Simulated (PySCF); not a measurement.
Job file and geometry (Å, from GFN2-xTB) of an NMR shielding run on `[BH3-][P@+]1(C=C)C=C(C)C=C1C`, C$_{8}$H$_{14}$BP, GIAO PBE0/pcSseg-1 NMR shielding, non-relativistic, gas phase in PySCF 2.14.0, density-fitted response routines; density fitting, a coarse starting grid and PySCF grid level 2 are the driver's defaults:

```
$ OMP_NUM_THREADS=1 python probes_run.py task.json out

{"job": {"kind": "nmr", "xc": "PBE0", "basis": "pcSseg-1"}, "charge": 0, "multiplicity": 1}
B     -1.771486     0.705801     1.952249
P     -0.804540    -0.091136     0.477411
C     -1.826739    -1.073353    -0.645667
C     -1.628086    -2.348973    -0.935851
C      0.721248    -0.987189     0.765711
C      1.761344    -0.328985     0.214064
C      3.197836    -0.706332     0.348808
C      1.372572     0.829783    -0.570687
C      0.052253     1.078755    -0.615491
C     -0.649221     2.184822    -1.320332
H     -0.968824     1.379134     2.516326
H     -2.172478    -0.218672     2.585765
H     -2.630435     1.327882     1.404165
H     -2.684433    -0.531999    -1.029278
H     -0.787558    -2.896182    -0.542545
H     -2.298405    -2.895315    -1.580661
H      0.801233    -1.848567     1.407510
H      3.304681    -1.660342     0.858754
H      3.729331     0.055105     0.919575
H      3.664952    -0.771473    -0.633110
H      2.116897     1.424335    -1.079211
H     -1.293159     1.790875    -2.108012
H     -1.281240     2.724671    -0.615167
H      0.062523     2.877120    -1.766770
```

**Question.** Write the output of this run.

**Answer.** 
```
coarse grid: 20080 points
cycle   1  E = -678.6705072636  dE =  1.381e+00  |g| = 5.358e-01  |ddm| = 4.551e+00
cycle   2  E = -678.6852982815  dE = -1.479e-02  |g| = 5.013e-01  |ddm| = 1.228e+00
cycle   3  E = -678.7558902953  dE = -7.059e-02  |g| = 6.939e-02  |ddm| = 5.770e-01
cycle   4  E = -678.7566375140  dE = -7.472e-04  |g| = 4.579e-02  |ddm| = 1.169e-01
cycle   5  E = -678.7571836816  dE = -5.462e-04  |g| = 9.253e-03  |ddm| = 4.893e-02
cycle   6  E = -678.7572031248  dE = -1.944e-05  |g| = 2.626e-03  |ddm| = 1.170e-02
cycle   7  E = -678.7572047045  dE = -1.580e-06  |g| = 1.027e-03  |ddm| = 3.754e-03
final grid: 188008 points
cycle   8  E = -678.8181722913  dE = -5.560e-05  |g| = 9.810e-03  |ddm| = 4.648e-02
cycle   9  E = -678.8181658865  dE =  6.405e-06  |g| = 1.107e-02  |ddm| = 2.036e-02
cycle  10  E = -678.8181967825  dE = -3.090e-05  |g| = 2.362e-03  |ddm| = 1.263e-02
cycle  11  E = -678.8181982826  dE = -1.500e-06  |g| = 3.023e-04  |ddm| = 2.652e-03
cycle  12  E = -678.8181983008  dE = -1.821e-08  |g| = 1.338e-04  |ddm| = 3.759e-04
cycle  13  E = -678.8181983053  dE = -4.490e-09  |g| = 4.453e-05  |ddm| = 1.645e-04
cycle  14  E = -678.8181983058  dE = -4.684e-10  |g| = 1.498e-05  |ddm| = 6.171e-05
converged SCF energy = -678.8181983058

GIAO shielding tensors (ppm)
atom      isotropic    diamagn.    paramagn.     s11        s22        s33       span
  0 B      147.365     189.496     -42.131    140.594    143.899    157.603     17.010
  1 P      281.008     970.779    -689.771    228.914    289.148    324.962     96.048
  2 C       47.864     264.403    -216.539    -63.803     52.176    155.220    219.023
  3 C       51.235     254.385    -203.151    -62.552     53.270    162.985    225.537
  4 C       60.554     266.174    -205.620    -27.723     64.145    145.239    172.962
  5 C       22.637     265.592    -242.955    -89.230     16.155    140.988    230.218
  6 C      164.413     244.688     -80.275    150.895    154.857    187.488     36.594
  7 C       44.801     254.858    -210.056    -49.979     63.356    121.027    171.006
  8 C       26.465     272.242    -245.777    -68.654      3.530    144.520    213.173
  9 C      168.706     245.840     -77.134    153.779    166.745    185.594     31.815
 10 H       31.194      30.063       1.132     27.598     29.563     36.422      8.824
 11 H       30.638      29.495       1.143     27.153     29.252     35.509      8.356
 12 H       30.697      30.249       0.448     27.380     29.678     35.034      7.654
 13 H       25.162      32.366      -7.204     23.411     23.840     28.234      4.822
 14 H       25.608      33.351      -7.743     22.074     23.657     31.093      9.019
 15 H       25.714      28.462      -2.748     22.882     24.411     29.849      6.968
 16 H       25.618      36.253     -10.635     23.984     25.335     27.535      3.551
 17 H       29.404      28.916       0.488     24.773     28.954     34.485      9.712
 18 H       29.386      27.704       1.682     25.643     27.171     35.344      9.702
 19 H       29.543      28.315       1.227     25.508     27.741     35.378      9.871
 20 H       25.251      35.902     -10.651     23.159     23.794     28.798      5.639
 21 H       29.575      29.935      -0.360     24.734     28.415     35.576     10.841
 22 H       29.142      29.507      -0.364     23.889     29.198     34.340     10.451
 23 H       29.429      29.724      -0.295     24.619     28.021     35.646     11.027
```

Size and cost of the density-fitted run: 247 basis functions, of the order of 3 core-minutes.
